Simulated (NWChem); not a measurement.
System: SiH₄O; SMILES O[SiH3]

Here is an NWChem input.

```
start job
memory heap 200 mb stack 900 mb global 1100 mb
geometry units angstroms noautosym nocenter noautoz
  Si    -0.020039    -0.495117     0.000000
  O     -0.075849     1.169752     0.000000
  H      0.682283    -1.032242     1.208873
  H     -1.433127    -0.959412     0.000000
  H      0.682283    -1.032242    -1.208873
  H      0.766438     1.632662     0.000000
end
basis spherical
  Si library def2-svp
  O library def2-svp
  H library def2-svp
end
dft
  xc b3lyp
  iterations 150
end
cosmo
  do_cosmo_smd true
  solvent octanol
end
task dft energy
```

NWChem printed, in part:

```
             Northwest Computational Chemistry Package (NWChem) 7.3.0
             --------------------------------------------------------

                             Geometry "geometry" -> ""
                             -------------------------

 Output coordinates in angstroms (scale by  1.889725989 to convert to a.u.)

  No.       Tag          Charge          X              Y              Z
 ---- ---------------- ---------- -------------- -------------- --------------
    1 Si                  14.0000    -0.02003900    -0.49511700     0.00000000
    2 O                    8.0000    -0.07584900     1.16975200     0.00000000
    3 H                    1.0000     0.68228300    -1.03224200     1.20887300
    4 H                    1.0000    -1.43312700    -0.95941200     0.00000000
    5 H                    1.0000     0.68228300    -1.03224200    -1.20887300
    6 H                    1.0000     0.76643800     1.63266200     0.00000000

 Effective nuclear repulsion energy (a.u.)      64.1972102928

                                 NWChem DFT Module
                                 -----------------

 Summary of "ao basis" -> "ao basis" (spherical)
 ------------------------------------------------------------------------------
       Tag                 Description            Shells   Functions and Types
 ---------------- ------------------------------  ------  ---------------------
 Si                         def2-svp                 8       18   4s3p1d
 O                          def2-svp                 6       14   3s2p1d
 H                          def2-svp                 3        5   2s1p

 in cosmo_initialize ...
 calling solv_data for solv:octanol

 solvent parameters
 solvname_short: octanol
 solvname_long:  1-octanol
 dielec:        9.8629
 dielecinf:     2.0435
 nonaqueous SMD model solvent descriptors
 dielec:        9.8629
 sola:          0.3700
 solb:          0.4800
 solc:          0.0000
 solg:         39.0100
 solh:          0.0000
 soln:          1.4295

          ---------------
          -cosmo- solvent
          ---------------
 Cosmo: York-Karplus, doi: 10.1021/jp992097l
 dielectric constant -eps-     =   9.86
 screen = (eps-1)/(eps    )    =   0.89861
 surface charge correction     = lagrangian

   van der Waals surface
 --------------------------

 ---------- ATOMIC COORDINATES (A.U.) ------------ VDWR(ANG.) --
     1   -0.03786822   -0.93563546    0.00000000     2.470
     2   -0.14333383    2.21051075    0.00000000     1.628
     3    1.28932792   -1.95065453    2.28443872     1.200
     4   -2.70821734   -1.81302579    0.00000000     1.200
     5    1.28932792   -1.95065453   -2.28443872     1.200
     6    1.44835781    3.08528381    0.00000000     1.200
 number of segments per atom =        128
 number of   points per atom =        128
 atom (   nspa,  nppa )
 ----------------------
    1 (    100,     0 )       0
    2 (     50,     0 )       0
    3 (     33,     0 )       0
    4 (     30,     0 )       0
    5 (     33,     0 )       0
    6 (     58,     0 )       0
 number of -cosmo- surface points =      304
 molecular surface =     84.608 angstrom**2
 molecular volume  =     73.266 angstrom**3
 -lineq- algorithm             =   0
 -bem- low  level              =   3
 -bem- from -octahedral-
 gaussian surface charge width =   4.50000
 degree of switching           =   1.00000
 switching function tolerance  =   0.00010
 atomic radii =
 --------------
    1 14.000  2.470
    2  8.000  1.628
    3  1.000  1.200
    4  1.000  1.200
    5  1.000  1.200
    6  1.000  1.200
 ...... end of -cosmo- initialization ......

 nat:                     6
 ixmem:                  2111
 calling mnsol_interface()
 G(SMD-CDS) energy (kcal/mol)  =     0.518
 SMD-CDS SASA (angstrom**2)    =   101.472

            General Information
            -------------------
          SCF calculation type: DFT
          Wavefunction type:  closed shell.
          No. of atoms     :     6
          No. of electrons :    26
           Alpha electrons :    13
            Beta electrons :    13
          Charge           :     0
          Spin multiplicity:     1
          Use of symmetry is: off; symmetry adaption is: off
          Maximum number of iterations: 150
          AO basis - number of functions:    52
                     number of shells:    26
          Convergence on energy requested:  1.00D-06
          Convergence on density requested:  1.00D-05
          Convergence on gradient requested:  5.00D-04

              XC Information
              --------------
                         B3LYP Method XC Potential
                     Hartree-Fock (Exact) Exchange  0.200
                        Slater Exchange Functional  0.800 local
                    Becke 1988 Exchange Functional  0.720 non-local
              Lee-Yang-Parr Correlation Functional  0.810
                  VWN I RPA Correlation Functional  0.190 local

             Grid Information
             ----------------
          Grid used for XC integration:  medium
          Radial quadrature: Mura-Knowles
          Angular quadrature: Lebedev.
          Tag              B.-S. Rad. Rad. Pts. Rad. Cut. Ang. Pts.
          ---              ---------- --------- --------- ---------
          Si                  1.10       88           8.0       590
          O                   0.60       49           8.0       434
          H                   0.35       45          10.0       434
          Grid pruning is: on
          Number of quadrature shells:   317
          Spatial weights used:  Erf1

      Superposition of Atomic Density Guess
      -------------------------------------

 Sum of atomic energies:        -365.42681423

      Non-variational initial energy
      ------------------------------

 Total energy =    -365.947279
 1-e energy   =    -632.642833
 2-e energy   =     202.498344
 HOMO         =      -0.388806
 LUMO         =       0.045098

   convergence    iter        energy       DeltaE   RMS-Dens  Diis-err
 ---------------- ----- ----------------- --------- --------- ---------
     COSMO gas phase
 d= 0,ls=0.0,diis     1   -366.9685008223 -4.31D+02  1.88D-02  4.14D-01
 d= 0,ls=0.0,diis     2   -366.9320488163  3.65D-02  1.11D-02  8.53D-01
 d= 0,ls=0.0,diis     3   -367.0145337424 -8.25D-02  1.50D-03  1.49D-02
 d= 0,ls=0.0,diis     4   -367.0159131745 -1.38D-03  3.28D-04  2.88D-04
 d= 0,ls=0.0,diis     5   -367.0159498363 -3.67D-05  7.00D-05  9.39D-06
  Resetting Diis
 d= 0,ls=0.0,diis     6   -367.0159512066 -1.37D-06  1.06D-05  3.43D-07
 d= 0,ls=0.0,diis     7   -367.0159512527 -4.62D-08  1.77D-06  3.26D-09

   convergence    iter        energy       DeltaE   RMS-Dens  Diis-err
 ---------------- ----- ----------------- --------- --------- ---------
     COSMO solvation phase
 d= 0,ls=0.0,diis     1   -367.0214738644 -5.52D-03  1.62D-03  3.06D-03
 d= 0,ls=0.0,diis     2   -367.0220924368 -6.19D-04  5.42D-04  1.19D-03
 d= 0,ls=0.0,diis     3   -367.0221593225 -6.69D-05  2.45D-04  5.07D-04
 d= 0,ls=0.0,diis     4   -367.0222055346 -4.62D-05  4.19D-05  1.16D-05
 d= 0,ls=0.0,diis     5   -367.0222066614 -1.13D-06  6.36D-06  5.29D-08
 d= 0,ls=0.0,diis     6   -367.0222066686 -7.28D-09  1.88D-06  7.70D-09

         Total DFT energy =     -367.022206668642
      One electron energy =     -634.691807781445
           Coulomb energy =      234.456500570140
    Exchange-Corr. energy =      -31.047363326351
 Nuclear repulsion energy =       64.197210292840

             COSMO energy =        0.063253576174

 Numeric. integr. density =       25.999992521689

                                COSMO-SMD solvation results
                                ---------------------------

             internal energy in gas <Psi(g)|H|Psi(g)> =      -367.015951252749
         internal energy in solvent <Psi(s)|H|Psi(s)> =      -367.015125131218
                               delta internal energy  =         0.000826121531 (    0.52 kcal/mol)
   total free energy in solvent <Psi(s)|H+V/2|Psi(s)> =      -367.023032059936
 polarization energy contribution <Psi(s)|V/2|Psi(s)> =        -0.007906928718 (   -4.96 kcal/mol)
    total free energy in solvent including G(SMD-CDS) =      -367.022206668642
                       G(SMD-CDS) energy contribution =         0.000825391294 (    0.52 kcal/mol)
     1 M fixed-concentration free energy of solvation =        -0.006255415893 (   -3.93 kcal/mol)

                       DFT Final Molecular Orbital Analysis
                       ------------------------------------

 Vector   11  Occ=2.000000D+00  E=-3.785722D-01
              MO Center=  2.0D-01,  3.3D-02,  2.4D-09, r^2= 2.4D+00
   Bfn.  Coefficient  Atom+Function         Bfn.  Coefficient  Atom+Function
  ----- ------------  ---------------      ----- ------------  ---------------
    24      0.384776  2 O  pz                27      0.273611  2 O  pz
    10      0.255319  1 Si pz                33      0.225669  3 H  s
    43     -0.225669  5 H  s                 13      0.223357  1 Si pz
     7     -0.148309  1 Si pz                34      0.088984  3 H  s
    44     -0.088984  5 H  s                 17     -0.037234  1 Si d  1

 Vector   12  Occ=2.000000D+00  E=-3.315435D-01
              MO Center= -2.9D-01, -2.4D-01,  8.2D-10, r^2= 2.8D+00
   Bfn.  Coefficient  Atom+Function         Bfn.  Coefficient  Atom+Function
  ----- ------------  ---------------      ----- ------------  ---------------
    38      0.306768  4 H  s                 22      0.289439  2 O  px
    39      0.234924  4 H  s                  8     -0.229944  1 Si px
    25      0.199644  2 O  px                33     -0.191539  3 H  s
    43     -0.191539  5 H  s                 23     -0.184953  2 O  py
    26     -0.149234  2 O  py                21     -0.143003  2 O  s

 Vector   13  Occ=2.000000D+00  E=-3.054054D-01
              MO Center=  2.3D-01,  1.7D-01, -4.6D-09, r^2= 2.6D+00
   Bfn.  Coefficient  Atom+Function         Bfn.  Coefficient  Atom+Function
  ----- ------------  ---------------      ----- ------------  ---------------
    24      0.480007  2 O  pz                27      0.370284  2 O  pz
    33     -0.248748  3 H  s                 43      0.248748  5 H  s
    34     -0.218234  3 H  s                 44      0.218234  5 H  s
    10     -0.160314  1 Si pz                15      0.090845  1 Si d -1
     7      0.083106  1 Si pz                17      0.041536  1 Si d  1

 Vector   14  Occ=0.000000D+00  E= 1.933671D-02
              MO Center=  2.1D-01, -1.3D-01,  2.1D-09, r^2= 3.8D+00
   Bfn.  Coefficient  Atom+Function         Bfn.  Coefficient  Atom+Function
  ----- ------------  ---------------      ----- ------------  ---------------
    12      1.042098  1 Si py                21     -0.779620  2 O  s
    49      0.365520  6 H  s                 39      0.311891  4 H  s
    34      0.205705  3 H  s                 44      0.205705  5 H  s
     9      0.200197  1 Si py                25     -0.154352  2 O  px
    26      0.154843  2 O  py                20     -0.153433  2 O  s

 Vector   15  Occ=0.000000D+00  E= 7.698808D-02
              MO Center=  1.1D-01, -5.4D-01,  3.5D-09, r^2= 3.7D+00
   Bfn.  Coefficient  Atom+Function         Bfn.  Coefficient  Atom+Function
  ----- ------------  ---------------      ----- ------------  ---------------
    11      1.586131  1 Si px                39      1.226347  4 H  s
    34     -0.759085  3 H  s                 44     -0.759085  5 H  s
     8      0.248759  1 Si px                21      0.200863  2 O  s
    49     -0.193711  6 H  s                 25     -0.173970  2 O  px
    38      0.161653  4 H  s                  4      0.153759  1 Si s

 Vector   16  Occ=0.000000D+00  E= 8.446323D-02
              MO Center= -1.3D-01, -5.4D-01,  9.4D-09, r^2= 3.7D+00
   Bfn.  Coefficient  Atom+Function         Bfn.  Coefficient  Atom+Function
  ----- ------------  ---------------      ----- ------------  ---------------
    13      1.541224  1 Si pz                34     -1.113625  3 H  s
    44      1.113625  5 H  s                 27     -0.268843  2 O  pz
    10      0.253464  1 Si pz                24     -0.194040  2 O  pz
    17      0.151361  1 Si d  1              33     -0.143546  3 H  s
    43      0.143546  5 H  s                  7     -0.141262  1 Si pz

     Multipole analysis of the density
     ---------------------------------

     L   x y z        total         alpha         beta         nuclear
     -   - - -        -----         -----         ----         -------
     0   0 0 0     -0.000000    -13.000000    -13.000000     26.000000

     1   1 0 0      0.668928      0.513479      0.513479     -0.358029
     1   0 1 0      0.077264     -0.939437     -0.939437      1.956139
     1   0 0 1      0.000000      0.000000      0.000000      0.000000

     2   2 0 0    -15.003982    -13.972664    -13.972664     12.941347
     2   1 1 0      2.447897      0.068998      0.068998      2.309900
     2   1 0 1      0.000000      0.000000      0.000000      0.000000
     2   0 2 0    -14.925341    -43.344070    -43.344070     71.762799
     2   0 1 1     -0.000000     -0.000000     -0.000000      0.000000
     2   0 0 2    -16.284101    -13.360711    -13.360711     10.437321
```

Level: B3LYP/def2-SVP, SMD on the gas-phase geometry. Coordinates come from a PBE0/def2-SVP optimisation. Solvent: 1-octanol.
